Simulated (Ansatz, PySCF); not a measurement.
GeOF, SMILES [F][Ge]=[O], multiplicity 2. Atoms are numbered in the order given.

```xyz
3

Ge     0.3252     0.0425     0.0000
O     -0.7310     1.3665     0.0000
F     -0.4552    -1.5303     0.0000
```
Charge 0, spin multiplicity 2.

The structure is a stationary point at B3LYP-D3(BJ)/def2-TZVP.

Two levels are set side by side: PBE-D3(BJ)/def2-TZVP (Ansatz, a first-principles code) and B3LYP-D3(BJ)/def2-TZVP (Ansatz). Each level has its own optimised geometry; the coordinates shown are those of the second. Frequencies come from the Hessian of PySCF at each geometry. Differences are taken from unrounded values.

| quantity | B3LYP-D3(BJ) |
|---|---|
| mean bond length (Å) | 1.725 |
| bond Ge1–O2 (Å) | 1.694 |
| bond Ge1–F3 (Å) | 1.756 |
| highest harmonic wavenumber (cm⁻¹) | 728 |
| mean harmonic wavenumber (cm⁻¹) | 517 |
| zero-point energy (kcal/mol) | 2.22 |

Task: What does PBE-D3(BJ) give, and how far is it from B3LYP-D3(BJ)? (Estimate from the structure and the level; the computed values follow.)

Result: 
```json
[
 {"quantity": "mean bond length (Å)", "PBE-D3(BJ)": "1.727", "PBE-D3(BJ) minus B3LYP-D3(BJ)": "0.003"},
 {"quantity": "bond Ge1–O2 (Å)", "PBE-D3(BJ)": "1.682", "PBE-D3(BJ) minus B3LYP-D3(BJ)": "-0.011"},
 {"quantity": "bond Ge1–F3 (Å)", "PBE-D3(BJ)": "1.773", "PBE-D3(BJ) minus B3LYP-D3(BJ)": "0.017"},
 {"quantity": "highest harmonic wavenumber (cm⁻¹)", "PBE-D3(BJ)": "805", "PBE-D3(BJ) minus B3LYP-D3(BJ)": "77"},
 {"quantity": "mean harmonic wavenumber (cm⁻¹)", "PBE-D3(BJ)": "540", "PBE-D3(BJ) minus B3LYP-D3(BJ)": "23"},
 {"quantity": "zero-point energy (kcal/mol)", "PBE-D3(BJ)": "2.32", "PBE-D3(BJ) minus B3LYP-D3(BJ)": "0.10"}
]
```
